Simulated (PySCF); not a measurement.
NMR data simulated for an unnamed compound:

1H NMR (600 MHz, computed): δ 7.41 (m, 1H), 7.07 (d, 1H), 6.95 (d, 1H), 6.70 (s, 1H), 4.19 (br s, 1H).

13C{1H} NMR (computed): δ 165.6 (C), 148.3 (C), 137.8 (CH), 126.4 (CH), 119.3 (CH), 118.4 (CH).

PySCF 2.14.0 with density-fitted response routines calculation with shieldings: GIAO B97-2/pcSseg-2 and geometry from PBE0-D3(BJ)/def2-TZVP; non-relativistic, isolated molecule, a single conformation.

References, each an isolated molecule treated in the same way: TMS for 1H (σ = 31.64 ppm) and 13C (σ = 185.38 ppm).

Problem. Which of these does the molecule contain: a C≡C triple bond, a benzene ring, a Si–H bond, an amide, an OH group?

Solution. 
- A C≡C triple bond: no.
- A benzene ring: yes.
- A Si–H bond: no.
- An amide: no.
- An OH group: yes (δH 4.19 (br s)).

The data belong to 3-chlorophenol (Clc1cccc(O)c1, C₆H₅ClO); they needn't prove each group on their own.

Carbon signals by region: 1 in the far downfield region (above 160 ppm), 5 in the sp2 and nitrile region (100–160 ppm). Above 160 ppm: 165.6, aromatic carbon bearing oxygen.

The OH or NH signal is concentration- and solvent-dependent in practice; the value given is the gas-phase one. Carbons that carry Cl, above all several Cl atoms, come out too deshielded, partly because spin–orbit coupling is missing. Shifts are as computed. Against solution values, carbons near 30 ppm lie about +3 ppm off and those near 130 ppm about +7 ppm; carbons on Cl a further +5 ppm. Of 1211 compounds with measured shifts, 218 miss one by over three times the rms of a fit or turn the order of signals round; such compounds aren't used in these exercises. No couplings were computed; multiplicities are counted from neighbouring protons, with m where these are inequivalent, close in shift, in a saturated or five-membered ring or joined by F or P, and br s for small geminal =CH2 splittings.
